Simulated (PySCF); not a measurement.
**Continuum solvent and chemical shifts**

Geometry (Å), atoms numbered from 1 in this order:
```xyz
22

C    -1.9187   -0.9563    0.4190
N    -1.2817    0.0457   -0.3989
C    -2.1894    1.1148   -0.7246
C    -0.0315    0.5249    0.1486
C     1.0393   -0.5648    0.3053
C     2.3996    0.1005    0.4995
N     2.4632    1.2069   -0.4367
Si    0.9089    1.8080   -0.9066
H    -1.2623   -1.8281    0.5523
H    -2.1959   -0.5818    1.4321
H    -2.8384   -1.3106   -0.0716
H    -2.5115    1.7083    0.1623
H    -3.0955    0.7114   -1.2027
H    -1.7255    1.8113   -1.4423
H    -0.1858    1.0033    1.1510
H     0.8255   -1.2498    1.1417
H     1.0473   -1.1641   -0.6214
H     2.5044    0.4318    1.5542
H     3.2072   -0.6303    0.3183
H     3.3515    1.6799   -0.5298
H     0.6413    3.2298   -0.5069
H     0.6245    1.7197   -2.3762
```

GIAO PBE0/pcSseg-1 in PySCF on one PBE0-D3(BJ)/def2-SVP conformer, non-relativistic, equivalent nuclei averaged. Solvents enter as an IEF-PCM continuum (chloroform with ε = 4.7, dichloromethane with ε = 8.9) around the gas-phase geometry. Shifts are referred to TMS computed in the same medium.

Gas phase, δ in ppm: C4 55.9, C1/C3 47.3, C6 47.2, C5 35.7, Si8 -23.2, H22 4.89, H21 4.85, H19 3.23, H18 3.08, H9/H10/H11/H12/H13/H14 2.13, H16 1.90, H15 1.75, H17 1.69, H20 -0.20. Dipole moment 1.10 D.

Q: How does each δ change in the continuum?

A: 
| atoms | environment | Δδ, chloroform | Δδ, dichloromethane |
| --- | --- | --- | --- |
| C4 | sp3 CH bonded to N and Si | +1.0 | +1.1 |
| C1/C3 | methyl carbon bonded to N | +0.4 | +0.5 |
| C6 | sp3 CH2 bonded to N | +0.5 | +0.6 |
| C5 | sp3 CH2 in a ring | +0.9 | +1.2 |
| Si8 | silicon bonded to C, N, 2 H, in a 5-membered ring | -0.3 | -0.4 |
| H22 | hydrogen on a silicon bonded to C, N, in a 5-membered ring | -0.11 | -0.13 |
| H21 | hydrogen on a silicon bonded to C, N, in a 5-membered ring | -0.08 | -0.09 |
| H19 | hydrogen on an sp3 CH2 bonded to N | +0.04 | +0.05 |
| H18 | hydrogen on an sp3 CH2 bonded to N | 0.00 | +0.01 |
| H9/H10/H11/H12/H13/H14 | hydrogen on a methyl carbon bonded to N | +0.04 | +0.05 |
| H16 | hydrogen on an sp3 CH2 in a ring | +0.12 | +0.15 |
| H15 | hydrogen on an sp3 CH bonded to N and Si | +0.06 | +0.09 |
| H17 | hydrogen on an sp3 CH2 in a ring | -0.10 | -0.14 |
| H20 | hydrogen on a nitrogen bonded to C, Si, in a 5-membered ring | +0.39 | +0.47 |

Changes are relative to the gas phase. The dipole moment becomes 1.41 D in chloroform, 1.50 D in dichloromethane.

Q: Which nuclei move most (in ppm), and what does the model miss?

A: C4 (sp3 CH bonded to N and Si, +1.1 ppm) and C5 (sp3 CH2 in a ring, +1.2 ppm) in dichloromethane. A continuum only polarises the solute; specific hydrogen bonds, the anisotropy of aromatic solvents and changes of geometry or conformer are outside it.
